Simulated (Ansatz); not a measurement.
Ansatz (an electronic-structure program) input (CCSD(T)/def2-SVPD):

Ansatz 0.2 input:
```yaml
crystal:
  periodic: [false, false, false]
  atoms:
    - {symbol: Ta, position_ang: [-0.00000000, -0.00000000, -0.20036143]}
    - {symbol: F, position_ang: [0.00000000, 0.00000000, 1.62515383]}
basis:
  gaussian:
    orbitals: def2-SVPD
total_charge: -1
magnetization: {spin_polarized: true, initial_magnetization: 3}
correlation: {method: ccsd_t, electrons: outside_noble_gas}
```

End of the output:

```
determinant -4235.35744076 eV, -155.6465151197 hartree, with singles and doubles -4243.31929746 eV, -155.9391079566 hartree
determinant -4235.35698877 eV, -155.6464985094 hartree, with singles and doubles -4243.33165491 eV, -155.9395620846 hartree
determinant -4234.98185598 eV, -155.6327126334 hartree, with singles and doubles -4243.06099884 eV, -155.9296156572 hartree
determinant -4237.37262366 eV, -155.7205717253 hartree, with singles and doubles -4245.50335783 eV, -156.0193706948 hartree
determinant -4237.34454289 eV, -155.7195397758 hartree, with singles and doubles -4245.52723927 eV, -156.0202483214 hartree
determinant -4237.03090190 eV, -155.7080136820 hartree, with singles and doubles -4245.25445322 eV, -156.0102236191 hartree
determinant -4236.97435208 eV, -155.7059355147 hartree, with singles and doubles -4245.15541998 eV, -156.0065842145 hartree
5 core orbitals not correlated
reference -4237.34454289 eV, -155.7195397758 hartree; 8, 5 occupied and 45, 48 virtual orbitals, 541 factors
second order -7.66021746 eV of doubles, -0.00000000 eV of singles
coupled cluster: 0.16 GiB planned
cycle   1  -8.18269726 eV  change   -8.8e-7 eV  update   7.3e-6
coupled cluster: 0.16 GiB planned
perturbative correction -0.28904261 eV, -0.0106221200 hartree
Total energy: -4245.81628276 eV, -156.0308704736 hartree
```

This state (charge -1, quartet) is run at the relaxed geometry of the species with charge 0 and multiplicity 3.

The determinant is spin-contaminated: <S^2> is 4.00 against 3.75 for a pure state.
